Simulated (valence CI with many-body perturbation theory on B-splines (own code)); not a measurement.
**Hf33+: one-electron terms**

Computed by relativistic CI+MBPT: three valence electrons over a frozen Dirac-Fock core [Kr], radial functions for each j: 7 s, 7 p, 8 d, 6 f, 4 g, 1 h, with the one-electron correlation potential Σ1 (screened to all orders), the two-electron term Σ2, the three-electron term Σ3, Breit, model QED; selected single and double excitations, second order for the rest, scaled by the run's own slope (own B-spline code, finite nucleus).

No measured spectrum was set against this ion. As an estimate, large intervals hold to a few tenths of a per cent, small ones and those within an open d or f shell to about a per cent. The list stops below the first excitations out of the core.

These are the spectroscopic orbitals of the CI (the correlating ones are not listed), shaped by the core and the other valence electrons. h is the expectation value of the core's Dirac-Fock operator, without the valence repulsion; Σ1 is computed up to l = 3 at one energy for each symmetry, that of its lowest orbital but kept below the first core excitation, so for empty shells it is not the orbital's own correlation shift; Breit and QED include the response of the core.

```csv
Orbital,h (hartree),Σ1 (cm⁻¹),Breit (cm⁻¹),QED (cm⁻¹),⟨r⟩ (bohr)
5s1/2,-37.17,-11651,4207,3257,0.7554
6s1/2,-24.065,-4574,2196,1716,1.162
7s1/2,-16.88,-2369,1270,1009,1.659
5p1/2,-35.515,-11610,6526,26.9,0.7661
6p1/2,-23.18,-4725,3488,17.7,1.182
7p1/2,-16.351,-2490,2048,11.5,1.688
5p3/2,-34.3,-10383,3832,331,0.7953
6p3/2,-22.54,-4352,2074,181,1.217
7p3/2,-15.972,-2323,1335,109,1.730
4d3/2,-53.906,-22832,6720,-717,0.4411
5d3/2,-31.641,-10728,2876,-251,0.8038
6d3/2,-21.117,-4889,1554,-131,1.246
4d5/2,-53.292,-22138,3899,-368,0.4473
5d5/2,-31.378,-10557,1722,-109,0.8113
6d5/2,-20.975,-4803,936,-55.7,1.255
4f5/2,-46.508,-45019,1372,-577,0.4194
5f5/2,-28.562,-10433,733,-206,0.8070
4f7/2,-46.36,-40642,-244,-458,0.4218
5f7/2,-28.493,-10181,54.4,-154,0.8095
5g7/2,-26.533,,-159,-88.4,0.7625
5g9/2,-26.513,,-310,-69.2,0.7636
```

Among the shells of the start configuration 4d3, Σ1 is largest in size for 4d3/2, where it is 0.19 % of h.

Lowest root of each symmetry, sizes in configuration state functions:

```
   J  Parity  Roots  Reference  Variational  Second order  Change by selected CI (cm⁻¹)  Change by second order (cm⁻¹)
 1/2    even      2         67         2215          2395                         -2446                             -1
 3/2    even      5        119         4164          5619                         -2361                             -1
 5/2    even      5        143         4974          5375                         -1690                             -1
 7/2    even      3        136         4540          6042                         -2155                             -2
 9/2    even      3        116         3860          5514                         -2314                             -2
11/2    even      1         80         2539          4744                         -2449                             -2
 1/2     odd      7         75         4109          4598                         -2270                              0
 3/2     odd     13        133         7541          9537                         -2342                              0
 5/2     odd     16        157         9364         11166                         -2401                             -1
 7/2     odd     16        154         9528         10216                         -1551                             -1
 9/2     odd     13        129         8347          6245                         -1642                              0
11/2     odd      9         95         6422          5969                         -1699                              0
13/2     odd      5         59         4379          2838                         -1367                              0
15/2     odd      2         34         2143          2571                         -1948                              0
```
